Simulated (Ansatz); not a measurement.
CH₆BrNOSi (`CO[SiH](N)Br`), relaxed with RKS PBE-D4/def2-SVP in Ansatz 0.2.0 from a rough embedded geometry. The force threshold is 0.03 eV/Å; the program also tests the step.

The species carries charge 0 and has multiplicity 1.

Start:

```xyz
11

C     0.883   -1.021   -1.100
O     0.537    0.164   -0.534
Si   -0.582    0.124    0.642
N    -0.595    1.699    1.344
Br   -2.605   -0.096   -0.226
H     0.064   -1.527   -1.690
H     1.304   -1.751   -0.412
H     1.651   -0.827   -1.898
H    -0.311   -0.927    1.690
H     0.446    1.846    1.546
H    -0.792    2.316    0.637
```

(1) How much energy does the relaxation release, and in how many steps? (An estimate is asked.)

(2) Which bonds change most? (An estimate is asked.)

(3) Give the relaxed structure. (Best estimate.)

Answers

(1) The calculation gave: 54.73 kJ/mol, in 14 steps, 3 of them rejected.

(2) Ansatz gave: N4–H11 from 0.959 to 1.022 Å; C1–O2 from 1.358 to 1.417 Å; O2–Si3 from 1.624 to 1.673 Å; N4–H10 from 1.070 to 1.023 Å.

(3) Ansatz gave: 
```xyz
11

C     0.895   -1.162   -1.260
O     0.673    0.023   -0.516
Si   -0.484    0.193    0.680
N    -0.561    1.794    1.293
Br   -2.479   -0.300   -0.243
H    -0.005   -1.453   -1.847
H     1.173   -2.022   -0.607
H     1.730   -0.983   -1.966
H    -0.215   -0.756    1.808
H     0.148    2.104    1.961
H    -0.875    2.561    0.695
```
